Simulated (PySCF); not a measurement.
UHF on B (boron, neutral), [He] 2s2 3d1, 2D determinant (an excited configuration). Calculation: PySCF 2.14, in aug-cc-pVDZ (4s3p2d, 23 functions); no relativity, point nucleus.

```
cycle= 1 E= -24.1886104529099  delta_E= -0.000143  |g|= 0.00306  |ddm|= 0.0164
cycle= 2 E= -24.1886211974925  delta_E= -1.07e-05  |g|= 0.000901  |ddm|= 0.00446
cycle= 3 E= -24.1886222785466  delta_E= -1.08e-06  |g|= 9.43e-05  |ddm|= 0.00189
cycle= 4 E= -24.1886222888818  delta_E= -1.03e-08  |g|= 5.3e-06  |ddm|= 0.000245
cycle= 5 E= -24.1886222889225  delta_E= -4.07e-11  |g|= 3.16e-07  |ddm|= 2.67e-05
converged SCF energy = -24.1886222889225  <S^2> = 0.75048543  2S+1 = 2.0004854
```

Highest occupied orbital energy: 1.243 eV; ⟨L²⟩ = 6.00; populations by l: s 4.00, p 0.00, d 1.00.

(1) Can this result be used?

Answers

(1) Not for this state. Self-consistency was reached. The outer electron is Rydberg-like, and this basis confines it to a smaller radius and binds it less than a complete one would. At UHF the highest occupied level has a positive energy, so only the finite basis holds that electron; for this excited configuration the basis is too tight for the outer shell.
